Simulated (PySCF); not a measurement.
Choosing a basis for TDDFT

Compound: C₅H₆F₂.
Numbering: `[CH:1]#[C:2][C@H:3]([F:4])[CH2:5][CH2:6][F:7]` (hydrogens: H8 on C1; H9 on C3; H10, H11 on C5; H12, H13 on C6)

TDDFT with PBE0 (PySCF), vertical singlets, core orbitals frozen in the response, spherical d and f functions. Geometry: PBE0-D3(BJ)/def2-SVP, one conformer, isolated molecule.

**Question.** How do the low singlets change with the basis? Take 6-31G*, def2-SVP, 6-31+G*, def2-SVPD, aug-cc-pVDZ and def2-TZVP.

**Answer.** 

```
      basis  functions  diffuse  S1 (eV)  S2 (eV)  S3 (eV)  S4 (eV)  S5 (eV)  LUMO (eV)  α (au)
     6-31G*        110       no     6.33     6.95     7.22     8.74     8.96       0.73    49.1
   def2-SVP        128       no     6.30     6.90     7.19     8.65     8.89       0.39    50.6
    6-31+G*        138      yes     6.14     6.73     7.04     7.52     7.81      -0.05    56.7
  def2-SVPD        194      yes     6.17     6.77     7.08     7.83     8.15      -0.01    60.9
aug-cc-pVDZ        215      yes     6.10     6.68     6.99     7.17     7.50      -0.20    62.3
  def2-TZVP        253       no     6.16     6.75     7.05     8.42     8.56       0.11    58.2
```

States are compared by their number. Against the largest diffuse basis here (aug-cc-pVDZ, itself not a converged limit), sets without diffuse functions differ by up to 0.23 eV in S1 and 1.46 eV in S5; the smaller diffuse sets differ by up to 0.07 and 0.65 eV. State by state, the largest deviation of a set without diffuse functions is S1 0.23, S2 0.27, S3 0.24, S4 1.57, S5 1.46 eV. The same number needn't mean the same state in each row. Against aug-cc-pVDZ the polarisability deviates by -21% in 6-31G*, -19% in def2-SVP, -9% in 6-31+G*, -2% in def2-SVPD, -7% in def2-TZVP. A single + in a Pople set puts diffuse functions on heavy atoms only.
